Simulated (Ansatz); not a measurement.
Start from `FC([SiH3])SS` and change one atom or group to get `N[SiH2]C(F)[SiH3]`.

Ansatz, PBE0-D4/def2-TZVP geometries, multiplicity 1. Each molecule was computed in one conformer, which needn't be the lowest.

```csv
property,`FC([SiH3])SS`
size of the dipole moment (B3LYP/def2-TZVPP) / D,0.67
HOMO–LUMO gap (PBE0/def2-TZVPP) / eV,6.51
HOMO energy (ωB97M-V/def2-TZVPP) / eV,-9.61
size of the dipole moment (PBE/def2-TZVPP) / D,0.52
HOMO–LUMO gap (B3LYP/def2-TZVPP) / eV,6.05
HOMO energy (PBE0/def2-TZVPP) / eV,-7.46
```

Task: Give the same properties after the change, and the shifts. (Estimate.)

Result: Computed: 
```csv
property,`N[SiH2]C(F)[SiH3]`,shift
size of the dipole moment (B3LYP/def2-TZVPP) / D,1.16,0.49
HOMO–LUMO gap (PBE0/def2-TZVPP) / eV,7.70,1.19
HOMO energy (ωB97M-V/def2-TZVPP) / eV,-9.73,-0.12
size of the dipole moment (PBE/def2-TZVPP) / D,1.07,0.55
HOMO–LUMO gap (B3LYP/def2-TZVPP) / eV,7.22,1.17
HOMO energy (PBE0/def2-TZVPP) / eV,-7.42,0.04
```

Dipoles are sizes alone; their direction can turn.

B3LYP here is the variant with VWN-RPA as its local correlation; programs differ in this.
